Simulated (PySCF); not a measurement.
A structure optimised at B3LYP-D3(BJ)/def2-SVP, used in a PySCF frequency run:

```xyz
5

W      0.0000     0.0000     0.0026
O      0.0000     0.0000    -1.6592
F      1.5095     0.8715     0.4846
F      0.0000    -1.7430     0.4846
F     -1.5095     0.8715     0.4846
```
Charge +1, spin multiplicity 1.

Write its SMILES, formula and point group.

[O]=[W+]([F])([F])[F], F₃OW, C3v

What are its rotational constants (standard atomic weights)?

3.5097, 3.5097, 2.9187 GHz
